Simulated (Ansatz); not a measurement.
**Ligand exchange: SiH(OH)2(SiH3) + BH(CH3)(SiH3) → Si3H8O2 + BH2(CH3)**

Gas-phase species: SiH(OH)2(SiH3), singlet; BH(CH3)(SiH3), singlet; Si3H8O2 `O[SiH]([SiH3])O[SiH3]`, singlet; BH2(CH3), singlet. The partners trade H for SiH3: O–H and B–SiH3 bonds give way to O–SiH3 and B–H.

Shapes, held fixed at every level: PBE0-D4/def2-TZVP. Flexible molecules stand in one conformer, not always the lowest. Programs: Ansatz 0.2.0. The zero-point and thermal change to 298 K, harmonic and unscaled (PBE0-D4/def2-TZVP), is -1.1 kJ/mol.

Q: Estimate ΔH(298 K) of this reaction.

A: The highest level, CCSD(T)/CBS estimate, gives ΔH(298 K) = -120.3 kJ/mol; the levels span -134.1 to -112.2. The column of differences is taken from that level and isn't an error. No measured value is set beside it here. The CBS estimate extrapolates MP2 from def2-TZVPP and def2-QZVPP and adds CCSD(T) − MP2 in the triple-zeta set, cores frozen.

| level | kind | ΔH(298 K) (kJ/mol) | less CCSD(T)/CBS estimate |
| --- | --- | --- | --- |
| r2SCAN-D4/def2-TZVPP | meta-GGA | -113.8 | +6.5 |
| BHLYP-D4/def2-TZVPP | global hybrid | -134.1 | -13.8 |
| wB97X-V/def2-TZVPP | range-separated hybrid | -117.2 | +3.1 |
| B2PLYP/def2-TZVPP | double hybrid | -122.4 | -2.1 |
| MP2/def2-TZVPP | perturbation theory | -127.0 | -6.7 |
| CCSD/def2-SVP | coupled cluster or CI | -112.2 | +8.1 |
| CCSD/def2-TZVPP | coupled cluster or CI | -121.7 | -1.4 |
| CCSD(T)/CBS estimate | coupled cluster or CI | -120.3 | 0.0 |
